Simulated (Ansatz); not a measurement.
HWSF₅⁺, that is W(SH)F5 with one electron fewer. Charge 1, multiplicity 2. Geometry PBE-D4/def2-SVP, that of the neutral singlet; atoms count from 1.

Cartesian coordinates in Å:
```
W 0.347 0.078 0.252
S -1.331 0.619 -1.356
H -1.980 -0.578 -1.382
F 1.538 -0.633 1.532
F 0.888 1.831 -0.046
F -0.509 -1.583 0.251
F 1.645 -0.446 -0.990
F -0.597 0.711 1.739
```

In the def2 sets W takes a core potential; there is no spin–orbit coupling.

(1) Estimate the Mulliken populations from the PBE0/def2-TZVP orbitals of Ansatz.

(2) Where does the spin sit?

(3) And the Mayer bond orders between heavy atoms (over 0.3)?

Results:

(1) 
| atom | charge (e) | spin (α − β) | d electrons |
| --- | --- | --- | --- |
| W1 | 1.68 | -0.03 | 3.04 |
| S2 | 0.18 | 0.98 | – |
| H3 | 0.29 | -0.02 | – |
| F4 | -0.22 | -0.01 | – |
| F5 | -0.23 | 0.00 | – |
| F6 | -0.26 | 0.00 | – |
| F7 | -0.22 | 0.03 | – |
| F8 | -0.22 | 0.03 | – |
Mulliken values depend strongly on the basis.

(2) Summed by element: W -0.03, S 0.98, H -0.02, F 0.07, of 1 unpaired in all. Largest on single atoms: S2 0.98, F7 0.03, F8 0.03.

(3) W1–S2 0.73 (2.39 Å); W1–F4 1.11 (1.89 Å); W1–F5 1.14 (1.86 Å); W1–F6 1.10 (1.87 Å); W1–F7 1.16 (1.87 Å); W1–F8 1.16 (1.87 Å).
